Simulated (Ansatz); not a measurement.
`[CH3][Al]([F])[SiH2]F` + `BBO` → `[CH3][Al]([F])[BH]O` + `B[SiH2]F`  (redistribution)

Gas-phase electronic energies from Ansatz, PBE0-D4/def2-TZVP geometries. CBS: MP2 limit from def2 TZ/QZ plus the TZ coupled-cluster correction, frozen cores. Functionals use def2-TZVPP. B3LYP here is the variant with VWN-RPA as its local correlation; programs differ in this. One conformer a species, not always the lowest.

`[CH3][Al]([F])[SiH2]F`:

Z-matrix (Å, degrees):
```
C
Al 1 1.939
H 1 1.093 2 112.2
H 1 1.095 2 110.8 3 121.0
H 1 1.095 2 110.7 3 -120.8
F 2 1.657 1 118.6 3 -178.9
Si 2 2.466 1 127.8 3 1.2
F 7 1.615 2 109.2 1 -0.2
H 7 1.490 2 113.1 1 -119.3
H 7 1.490 2 113.1 1 118.9
```

`BBO`:

Cartesian coordinates in Å:
```
B 0.726 -0.667 0.703
B -0.137 0.260 -0.388
O -1.413 0.669 -0.173
H 0.746 -1.865 0.642
H 1.438 -0.173 1.532
H 0.410 0.580 -1.423
H -1.771 1.195 -0.893
```

`[CH3][Al]([F])[BH]O`:

```xyz
10

C     1.431    1.312    0.202
Al    0.645   -0.387   -0.335
F     1.702   -1.525   -0.929
B    -1.426   -0.963   -0.299
O    -2.076   -0.913    0.891
H     2.449    1.187    0.581
H     1.491    1.993   -0.656
H     0.836    1.817    0.968
H    -2.056   -1.330   -1.265
H    -2.997   -1.190    0.842
```

`B[SiH2]F`:

```xyz
7

B    -1.173    0.220    0.160
Si    0.775   -0.147   -0.105
F     1.144   -1.711   -0.085
H    -1.999   -0.628    0.316
H    -1.536    1.360    0.162
H     1.568    0.510    0.972
H     1.220    0.396   -1.419
```

```json
{"level": "PBE-D4", "ΔE (kcal/mol)": "8.8", "difference from CCSD(T)/CBS": "1.5"}
{"level": "r2SCAN-D4", "ΔE (kcal/mol)": "8.7", "difference from CCSD(T)/CBS": "1.4"}
{"level": "B3LYP-D4", "ΔE (kcal/mol)": "8.3", "difference from CCSD(T)/CBS": "1.0"}
{"level": "ωB97X-V", "ΔE (kcal/mol)": "7.8", "difference from CCSD(T)/CBS": "0.5"}
{"level": "ωB97M-V", "ΔE (kcal/mol)": "7.3", "difference from CCSD(T)/CBS": "0.0"}
{"level": "B2PLYP", "ΔE (kcal/mol)": "7.8", "difference from CCSD(T)/CBS": "0.5"}
{"level": "PBE", "ΔE (kcal/mol)": "8.7", "difference from CCSD(T)/CBS": "1.4"}
{"level": "r2SCAN", "ΔE (kcal/mol)": "8.7", "difference from CCSD(T)/CBS": "1.4"}
{"level": "PBE0", "ΔE (kcal/mol)": "8.6", "difference from CCSD(T)/CBS": "1.3"}
{"level": "B3LYP", "ΔE (kcal/mol)": "8.3", "difference from CCSD(T)/CBS": "1.0"}
{"level": "SCS-MP2/def2-TZVPP", "ΔE (kcal/mol)": "7.0", "difference from CCSD(T)/CBS": "-0.3"}
{"level": "HF/def2-QZVPP", "ΔE (kcal/mol)": "7.9", "difference from CCSD(T)/CBS": "0.6"}
{"level": "MP2/def2-QZVPP", "ΔE (kcal/mol)": "7.4", "difference from CCSD(T)/CBS": "0.1"}
{"level": "HF/CBS(def2)", "ΔE (kcal/mol)": "7.9", "difference from CCSD(T)/CBS": "0.6"}
{"level": "MP2/CBS(def2)", "ΔE (kcal/mol)": "7.5", "difference from CCSD(T)/CBS": "0.2"}
{"level": "CCSD/CBS(def2)", "ΔE (kcal/mol)": "7.4", "difference from CCSD(T)/CBS": "0.1"}
{"level": "CCSD(T)/CBS", "ΔE (kcal/mol)": "7.3", "difference from CCSD(T)/CBS": "0"}
```

Largest T1 diagnostic among the species: 0.013.
